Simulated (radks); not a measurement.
The manganese ion Mn2+, [Ar] 3d5. Method: non-relativistic Kohn-Sham, PBE, spin-polarised, spherical densities, point nucleus; computed with a radial shooting solver on a logarithmic mesh with Libxc functionals. Every spin shell is full or empty, so the densities are truly spherical. Functionals are evaluated on that one density, not self-consistently. Rank these orbital-free kinetic functionals by their error against the exact value of the orbitals, and give that value: Thomas-Fermi, TF + vW, TF + vW/9, LC94, APBEK, Thakkar, LKT, DePristo-Kress, Ernzerhof.

Answer. Exact: 1149.01 hartree. From best to worst, with 100 (|E| - |E exact|)/|E exact| (equal figures are ties): LC94 -0.01, DePristo-Kress -0.08, APBEK +0.09, Ernzerhof -0.30, Thakkar -0.38, TF + vW/9 -0.76, Thomas-Fermi -6.62, LKT +25.50, TF + vW +46.15.
